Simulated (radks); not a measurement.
Results of a calculation; reference values are marked as such.
Problem. All-electron atom: Pb+ in [Hg] 6p1 (the NIST ground configuration). Level of theory: scalar-relativistic Kohn-Sham, r2SCAN, spin-unpolarised, spherical densities, finite nucleus; meta-GGA in the generalised Kohn-Sham scheme; Fermi nuclear charge, rms radius 5.5012 fm (a radial shooting solver on a logarithmic mesh with Libxc functionals). Some entries of the table are withheld. Estimate them.

| orbital | occ. | eigenvalue (eV) | <1/r> (bohr^-1) |
|---|---|---|---|
| 1s | 2 | -88190.18 | 101.3 |
| 2s | 2 | (1) | 23.81 |
| 2p | 6 | -13564.45 | 20.91 |
| 3s | 2 | -3813.316 | 8.834 |
| 3p | 6 | -3166.375 | 7.988 |
| 3d | 10 | -2504.109 | 7.487 |
| 4s | 2 | -876.4462 | 3.795 |
| 4p | 6 | -663.5268 | 3.416 |
| 4d | 10 | (2) | 3.069 |
| 5s | 2 | -154.6755 | 1.589 |
| 4f | 14 | -142.1833 | 2.674 |
| 5p | 6 | -95.8221 | 1.361 |
| 5d | 10 | -29.5517 | 1.012 |
| 6s | 2 | -19.5738 | 0.5690 |
| 6p | 1 | -9.7592 | 0.4228 |

Solution. 
(1) 2s eigenvalue (eV): -15810.94
(2) 4d eigenvalue (eV): -415.4966
